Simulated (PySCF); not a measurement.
## Orbital picture of TlCd

ωB97X at R = 3.118 Å; Tl def2-SVP with ECP60, Cd def2-SVP with ECP28; scalar-relativistic core potentials (PySCF 2.14). State: ²Π (doublet), unpaired electrons π ↑. Only the outer orbitals are listed, counted within each symmetry, core potentials removing the inner ones.

```json
{"spin": "α", "orbital": "6σ", "occ.": "1", "ε (eV)": "-16.83", "on Tl (%)": "2", "main shells (%)": "98 Cd d"}
{"spin": "α", "orbital": "4π", "occ.": "1", "ε (eV)": "-16.78", "on Tl (%)": "0", "main shells (%)": "100 Cd d"}
{"spin": "α", "orbital": "4π", "occ.": "1", "ε (eV)": "-16.76", "on Tl (%)": "0", "main shells (%)": "100 Cd d"}
{"spin": "α", "orbital": "2δ", "occ.": "1", "ε (eV)": "-16.72", "on Tl (%)": "0", "main shells (%)": "100 Cd d"}
{"spin": "α", "orbital": "2δ", "occ.": "1", "ε (eV)": "-16.71", "on Tl (%)": "0", "main shells (%)": "100 Cd d"}
{"spin": "α", "orbital": "7σ", "occ.": "1", "ε (eV)": "-13.16", "on Tl (%)": "90", "main shells (%)": "90 Tl s"}
{"spin": "α", "orbital": "8σ", "occ.": "1", "ε (eV)": "-8.57", "on Tl (%)": "15", "main shells (%)": "85 Cd s"}
{"spin": "α", "orbital": "5π", "occ.": "1", "ε (eV)": "-5.07", "on Tl (%)": "90", "main shells (%)": "90 Tl p, 10 Cd p"}
{"spin": "α", "orbital": "9σ", "occ.": "0", "ε (eV)": "-0.30", "on Tl (%)": "57", "main shells (%)": "57 Tl p, 37 Cd p"}
{"spin": "α", "orbital": "5π", "occ.": "0", "ε (eV)": "-0.24", "on Tl (%)": "71", "main shells (%)": "71 Tl p, 28 Cd p"}
{"spin": "α", "orbital": "6π", "occ.": "0", "ε (eV)": "1.16", "on Tl (%)": "10", "main shells (%)": "90 Cd p, 9 Tl p"}
{"spin": "β", "orbital": "6σ", "occ.": "1", "ε (eV)": "-16.82", "on Tl (%)": "2", "main shells (%)": "98 Cd d"}
{"spin": "β", "orbital": "4π", "occ.": "1", "ε (eV)": "-16.78", "on Tl (%)": "0", "main shells (%)": "100 Cd d"}
{"spin": "β", "orbital": "4π", "occ.": "1", "ε (eV)": "-16.73", "on Tl (%)": "0", "main shells (%)": "100 Cd d"}
{"spin": "β", "orbital": "2δ", "occ.": "1", "ε (eV)": "-16.71", "on Tl (%)": "0", "main shells (%)": "100 Cd d"}
{"spin": "β", "orbital": "2δ", "occ.": "1", "ε (eV)": "-16.70", "on Tl (%)": "0", "main shells (%)": "100 Cd d"}
{"spin": "β", "orbital": "7σ", "occ.": "1", "ε (eV)": "-12.60", "on Tl (%)": "90", "main shells (%)": "89 Tl s, 8 Cd s"}
{"spin": "β", "orbital": "8σ", "occ.": "1", "ε (eV)": "-8.51", "on Tl (%)": "15", "main shells (%)": "85 Cd s, 8 Tl s"}
{"spin": "β", "orbital": "9σ", "occ.": "0", "ε (eV)": "-0.34", "on Tl (%)": "55", "main shells (%)": "55 Tl p, 39 Cd p"}
{"spin": "β", "orbital": "5π", "occ.": "0", "ε (eV)": "-0.34", "on Tl (%)": "70", "main shells (%)": "70 Tl p, 30 Cd p"}
{"spin": "β", "orbital": "5π", "occ.": "0", "ε (eV)": "-0.25", "on Tl (%)": "64", "main shells (%)": "63 Tl p, 36 Cd p"}
```

Which are the highest filled and the lowest empty level, where do they sit, and how wide is the gap?

Highest filled α 5π at -5.07 eV (in %: 90 Tl p, 10 Cd p); lowest empty β 9σ at -0.34 eV (in %: 55 Tl p, 39 Cd p); the gap at ωB97X is 4.73 eV.

```json
{"bond order (Mayer)": "0.48", "⟨S²⟩": "0.751", "charge on Tl (Mulliken, basis-dependent)": "-0.02", "charge on Tl (Löwdin, basis-dependent)": "-0.06", "dipole moment (positive dipole means Tl(−)Cd(+))": "0.37 D"}
```

These are scalar-relativistic numbers at best; spin–orbit coupling would shift them, the dissociation energy most. The state is the lowest determinant that a PBE0 search found; another state may lie lower at other levels.
